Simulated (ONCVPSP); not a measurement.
## Transferability test, ONCV potential for Mg (Z = 12)

ONCVPSP 4.0.1 input, shortened (lines: element, Z, core and valence counts, functional; n l f; lmax; l rc ep ncon nbas qcut; lloc lpopt rc5 dvloc0; l nproj debl; icmod fcfact rcfact), PBE, scalar-relativistic:

```
  Mg 12.00    1    3        4      upf
    1    0    2.00
    2    0    2.00
    2    1    6.00
    3    0    2.00
    2
    0    0.95    0.00    4    7   15.80
    1    0.65    0.00    5    9   19.70
    2    0.85    0.30    3    6   10.40
    4    5    0.50    2.00
    0    3    3.50
    1    1    0.60
    2    3    1.20
    3    2.00    1.55
```

Energies are relative to the spin-unpolarised reference configuration 2s2 2p6 3s2; without spin polarisation the order of configurations can differ from experiment.

(1) Give the all-electron excitation energy and the error of the potential for: 2s2 2p6 3s1; 2s2 2p6 3s0; 2s2 2p6 3s1.5; 2s1 2p6 3s2.

Note: ghosts flagged at negative energy: d at -193.0 eV; no localised positive-energy state flagged. A true bound ghost makes a file unfit for plane-wave use.

## Answers

(1)

```csv
valence configuration,charge,ΔE all-electron (eV),error AE − PS (meV)
2s2 2p6 3s1,+1,7.960,0.0
2s2 2p6 3s0,+2,22.985,-0.2
2s2 2p6 3s1.5,+0.5,3.144,0.0
2s1 2p6 3s2,+1,91.470,-42
```
